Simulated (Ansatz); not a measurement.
```yaml
crystal:
  periodic: [false, false, false]
  atoms:
    - {symbol: F, position_ang: [-1.610570, -0.153020, -1.653287]}
    - {symbol: C, position_ang: [-0.592393, 0.300208, -1.104798]}
    - {symbol: C, position_ang: [-0.507191, -0.303204, 0.492458]}
    - {symbol: F, position_ang: [-0.602324, -1.678085, 0.091815]}
    - {symbol: F, position_ang: [-1.350621, 0.153292, 0.964674]}
    - {symbol: C, position_ang: [0.799428, -0.149234, 0.837006]}
    - {symbol: F, position_ang: [1.172019, -0.444382, 2.274118]}
    - {symbol: F, position_ang: [1.233388, 1.396209, 1.122914]}
    - {symbol: F, position_ang: [1.965322, -0.529410, 0.232676]}
    - {symbol: H, position_ang: [0.150229, -0.328155, -1.740399]}
    - {symbol: H, position_ang: [-0.543838, 1.355315, -1.204370]}
basis:
  gaussian: {orbitals: 6-31G}
magnetization: {spin_polarized: true, initial_magnetization: 6}
hamiltonian: {xc: {name: wB97X-V}}
```

```sh
$ ansatz run in.yaml --threads 2 --pin off --events-out ev --progress --plain --max-ram 32768MiB --backend cpu
```

It prints (some lines left out):

```
Functional definition: wB97X-V
896 factors; integrals over basis functions are off by at most 1.8e-4 eV
358 factors; integrals over basis functions are off by at most 2.1e-6 eV
mean field evaluation 1: about -19397.2956 eV, gradient 3.0e1 eV
mean field evaluation 2: about -19393.8959 eV, gradient 4.7e1 eV
mean field evaluation 4: about -19402.2737 eV, gradient 4.4e0 eV
mean field evaluation 8: about -19402.9037 eV, gradient 8.1e-1 eV
mean field evaluation 16: about -19402.9352 eV, gradient 5.0e-2 eV
mean field evaluation 32: about -19402.9357 eV, gradient 3.5e-3 eV
mean field -19402.93572803 eV, -713.0447362229 hartree, gradient 3.3e-5 eV, S^2 12.013522; 6 other end points of the search recorded, 0 dependent functions left out
reference -19402.93572805 eV, -713.0447362235 hartree; 40, 34 occupied and 45, 51 virtual orbitals, 896 factors
Total energy: -19402.93572805 eV, -713.0447362235 hartree
```

In this input the spin is set far too high for this molecule. The calculation finished and met its thresholds. The result belongs to that input, not to the molecule as meant.
